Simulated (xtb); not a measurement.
disilylmethane (CH$_{8}$Si$_{2}$), singlet, at a GFN2-xTB geometry; GFN2-xTB with ALPB(hexane) (xtb).

Here is a job for xtb.
```
$ xtb mol.xyz --gfn 2 --alpb hexane --json

# file mol.xyz
11

Si     1.46950070     0.67524300    -0.00431472
C      0.24995850    -0.77336248    -0.14074454
Si    -1.58286457    -0.32449931     0.06814671
H      2.83970087     0.18299439    -0.18517777
H      1.18101404     1.66895244    -1.04054280
H      1.35867644     1.29737643     1.31671504
H      0.51380546    -1.52489859     0.60468436
H      0.38453397    -1.25453083    -1.11051382
H     -1.98252766     0.63279647    -0.96544211
H     -1.80486526     0.26122046     1.39181573
H     -2.40299462    -1.53414758    -0.06071914
```

It wrote (shortened):

```
   ID    Z sym.   atoms
    1   14 Si     1, 3
    2    6 C      2
    3    1 H      4-11

           -------------------------------------------------
          |                Calculation Setup                |
           -------------------------------------------------

           -------------------------------------------------
          |                 G F N 2 - x T B                 |
           -------------------------------------------------

      * Solvation model:               ALPB
        Solvent                        hexane
        Parameter file                 internal GFN2-xTB/ALPB
        Dielectric constant                1.8800E+00
        Reference state                gsolv [1 M gas/solution]
        Free energy shift                  4.8134E-03 Eh       3.0204E+00 kcal/mol
        Temperature                        2.9815E+02 K
        Density                            6.6000E-01 kg/L
        Solvent mass                       8.6180E+01 g/mol
        Interaction kernel             P16
        Born radius scaling (c1)           1.1040E+00
        Born radii integrator          GBOBC
        Born offset                        0.0000E+00 a0       0.0000E+00 AA
        H-bond correction              false
        Ion screening                  false
        Surface tension                    1.0000E-05 Eh       1.5569E+01 dyn/cm
        Grid points                               230 per atom

          ...................................................
          :                      SETUP                      :
          :.................................................:
          :  # basis functions                  32          :
          :  # atomic orbitals                  30          :
          :  # shells                           16          :
          :  # electrons                        20          :
          :  max. iterations                   250          :
          :  Hamiltonian                  GFN2-xTB          :
          :  restarted?                      false          :
          :  GBSA solvation                   true          :
          :  PC potential                    false          :
          :  electronic temp.          300.0000000     K    :
          :  accuracy                    1.0000000          :
          :  -> integral cutoff          0.2500000E+02      :
          :  -> integral neglect         0.1000000E-07      :
          :  -> SCF convergence          0.1000000E-05 Eh   :
[...]
         :: total energy              -9.666962551275 Eh    ::
[...]
     7   1 H        0.925     0.007     2.933     2.678
     8   1 H        0.925     0.007     2.933     2.678
     9   1 H        0.918    -0.113     6.038     3.843
    10   1 H        0.918    -0.113     6.038     3.843
    11   1 H        0.917    -0.110     5.917     3.804

 Mol. C6AA /au·bohr⁶  :       1832.592630
 Mol. C8AA /au·bohr⁸  :      65935.400909
 Mol. α(0) /au        :         73.787214

Wiberg/Mayer (AO) data.
largest (>0.10) Wiberg bond orders for each atom

 ---------------------------------------------------------------------------
     #   Z sym  total        # sym  WBO       # sym  WBO       # sym  WBO
 ---------------------------------------------------------------------------
     1  14 Si   3.641 --     2 C    0.920     5 H    0.898     6 H    0.898
                             4 H    0.894
     2   6 C    3.963 --     7 H    0.984     8 H    0.984     3 Si   0.920
                             1 Si   0.920
     3  14 Si   3.641 --     2 C    0.920     9 H    0.898    10 H    0.898
                            11 H    0.894
     4   1 H    0.988 --     1 Si   0.894
     5   1 H    0.987 --     1 Si   0.898
     6   1 H    0.987 --     1 Si   0.898
     7   1 H    1.000 --     2 C    0.984
     8   1 H    1.000 --     2 C    0.984
     9   1 H    0.987 --     3 Si   0.898
    10   1 H    0.987 --     3 Si   0.898
    11   1 H    0.988 --     3 Si   0.894
 ---------------------------------------------------------------------------

Topologies differ in total number of bonds
Writing topology from bond orders to xtbtopo.mol

molecular dipole:
                 x           y           z       tot (Debye)
 q only:       -0.027       0.085       0.015
   full:        0.042      -0.131      -0.024       0.354
molecular quadrupole (traceless):
                xx          xy          yy          xz          yz          zz
 q only:        0.244       0.181      -0.253       0.011      -0.056       0.009
  q+dip:       -2.402      -1.171       0.782       0.120      -0.046       1.620
   full:       -1.635      -0.857       0.700       0.059       0.027       0.935

           -------------------------------------------------
          | TOTAL ENERGY               -9.666962551275 Eh   |
          | GRADIENT NORM               0.002036190897 Eh/α |
          | HOMO-LUMO GAP               5.568924242729 eV   |
           -------------------------------------------------

normal termination of xtb
```
